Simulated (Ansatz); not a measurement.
`BO[SiH2]C` + `[AsH3]` → `B[AsH2]` + `C[SiH2]O` at 700 K and 1 bar (ligand exchange at a B–O bond).

Calculated with Ansatz (gas phase, PBE0-D4/def2-TZVP geometries, no zero-point term in ΔE). CCSD(T)/CBS is the MP2 limit (def2-TZVPP, def2-QZVPP) plus CCSD(T) − MP2 in def2-TZVPP, frozen cores. This one scheme is used for every species. For As outer-core shells are correlated without core-valence functions, which leaves a few kJ/mol of doubt a bond. Scalar relativity is left out up to krypton. Each species was taken in one conformer, which may not be the lowest.

| species | CCSD(T)/CBS energy (Eh) | H − E (kJ/mol) | S (J/(mol·K)) |
| --- | --- | --- | --- |
| `BO[SiH2]C` | -431.39483 | 285.2 | 445.7 |
| `[AsH3]` | -2236.79077 | 87.1 | 262.7 |
| `B[AsH2]` | -2262.17165 | 138.8 | 334.6 |
| `C[SiH2]O` | -405.96945 | 239.4 | 390.4 |

H − E and S are ideal-gas, rigid-rotor, harmonic terms from PBE0-D4/def2-TZVP, for one conformer and one mirror image of each species. 1 Eh = 2625.50 kJ/mol, R = 8.31446 J/(mol·K).

Task: By hand: ΔE, ΔH, ΔS and ΔG.

Result: ΔE = (-2262.17165) + (-405.96945) − (-431.39483) − (-2236.79077) = 0.04450 Eh = 116.8 kJ/mol. Δ(H − E) = 138.8 + 239.4 − 285.2 − 87.1 = 5.9, so ΔH = 122.7 kJ/mol. ΔS = 334.6 + 390.4 − 445.7 − 262.7 = 16.6 J/(mol·K). ΔG = 122.7 − 700 × (16.6)/1000 = 111.1 kJ/mol.

Task: By hand: the equilibrium constant, and the temperature at which ΔG would vanish if ΔH and ΔS stayed fixed.

Result: log₁₀ K = −ΔG/(RT ln 10) = -8.3. ΔG = 0 at ΔH/ΔS = 7392 K, far beyond where these terms or the molecules hold.

ΔH outweighs TΔS. A doubt of 5 kJ/mol in ΔE shifts log₁₀ K by 0.4 here. Other conformers and mirror images would add mixing entropy, several J/(mol·K) or more a flexible species. Modes under 60 cm⁻¹, often nearly free rotors, make the harmonic entropy too high. These are equilibria of isolated gas molecules and say nothing of rates. Largest T1 diagnostic: 0.014 (customary marks: 0.02 for closed shells, 0.045 for open ones).
